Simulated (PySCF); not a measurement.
Isomers C₄H₁₀F₂OSi₂:

A. `FC(=C([SiH2]OC)[SiH2]C)F`
B. SMILES CO[SiH2][SiH2]C(C)=C(F)F
C. SMILES CCO/C([SiH3])=C\[SiH](F)F

Spectrum 1. $^{1}$H NMR (500 MHz, computed): δ 5.41 (t, 2H), 4.54 (t, 2H), 3.69 (s, 3H), 1.59 (s, 3H). $^{13}$C{$^{1}$H} NMR (computed): δ 167.5 (C), 75.6 (C), 56.5 (CH3), 14.9 (CH3).

Spectrum 2. $^{1}$H NMR (500 MHz, computed): δ 5.24 (m, 1H), 5.21 (m, 1H), 4.32 (s, 3H), 4.10 (q, 2H), 1.45 (t, 3H). $^{13}$C{$^{1}$H} NMR (computed): δ 184.7 (C), 119.1 (CH), 69.0 (CH2), 17.8 (CH3).

Spectrum 3. $^{1}$H NMR (500 MHz, computed): δ 5.28 (s, 2H), 4.62 (q, 2H), 3.84 (s, 3H), 0.31 (t, 3H). $^{13}$C{$^{1}$H} NMR (computed): δ 167.0 (C), 71.6 (C), 53.7 (CH3), -4.2 (CH3).

Theory: NMR shieldings at PBE0/pcSseg-1/GIAO, GFN2-xTB geometry, in PySCF 2.14.0 with density-fitted response routines (equivalent nuclei averaged, isolated molecule, one conformer, non-relativistic Hamiltonian).

Scale: $^{1}$H and $^{13}$C vs TMS (reference shieldings calculated alike). Splittings of carbon signals by F and P are missing where no couplings were computed. Where no couplings were computed, multiplicities follow the n + 1 count of equivalent neighbours, and m marks all less simple cases (inequivalent or close neighbours, rings, F or P nearby). Shifts are as computed. Against solution values, carbons near 30 ppm lie about +3 ppm off and those near 130 ppm about +5 ppm. Of 1211 compounds with measured shifts, 218 miss one by over three times the rms of a fit or turn the order of signals round; such compounds aren't used in these exercises.

Which spectrum belongs to which compound?

Answers

1–B, 2–C, 3–A.

- Spectrum 1 (B): 4 $^{13}$C signals; δC 56.5 is a methyl carbon bonded to O; δC 14.9 is an allylic methyl carbon.
- Spectrum 2 (C): 4 $^{13}$C signals; δC 184.7 is an alkene carbon bearing oxygen; δC 69.0 is an sp3 CH2 bonded to O.
- Spectrum 3 (A): 4 $^{13}$C signals; δC 53.7 is a methyl carbon bonded to O; δC -4.2 is a methyl carbon bonded to Si.
